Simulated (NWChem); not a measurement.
C3H8N2Si; SMILES [Si@@H]1(C(=C)CN1)N

```xyz
14

C      1.4668     1.8334     0.0248
C      0.4194     1.0115     0.0629
C     -1.0506     1.2966    -0.2323
N     -1.5265    -0.0778    -0.0950
Si    -0.0270    -0.7951     0.3981
N      0.5642    -2.1122    -0.5252
H      2.4771     1.4809     0.2568
H      1.3698     2.8944    -0.2384
H     -1.4879     2.0029     0.5020
H     -1.2121     1.7271    -1.2414
H     -2.5065    -0.3154    -0.1490
H      0.1327    -1.2833     1.8059
H      0.6351    -2.1010    -1.5350
H      1.0391    -2.8997    -0.1038
```
Atoms are numbered in this order, from 1.

Results from NWChem. Geometry: optimised at PBE0/def2-SVP. Level: PBE0/def2-SVP with SMD (1 M gas to 1 M solution), gas-phase geometry. Reactions with the solvent are ignored.

Question: What does the run give for solvent water? Quantities: solvation free energy (kcal/mol); cavity-dispersion-structure term (kcal/mol); dipole in solution (D).

Answer: 
```yaml
solvation free energy (kcal/mol): -1.3
cavity-dispersion-structure term (kcal/mol): 4.3
dipole in solution (D): 1.48
```
